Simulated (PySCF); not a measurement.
C2H6F2Si, SMILES C[C@@H](F)[SiH2]F.

Geometry optimised at ωB97X-D3(BJ)/def2-SVP. The structure was generated by enumeration; whether it is a known compound was not checked. The values are those of a single conformer.

Computed with SMD-B3LYP/6-31G* run with PySCF.

Solvation free energies are E(SMD) − E(gas) at the gas-phase geometry, for 1 M in both phases. In vacuum the dipole moment is 2.50 D.

Problem. Rank water, toluene, 2-propanol by solvation free energy, most negative first.

Solution. 2-propanol (-3.9 kcal/mol), toluene (-2.4 kcal/mol), water (-0.1 kcal/mol)
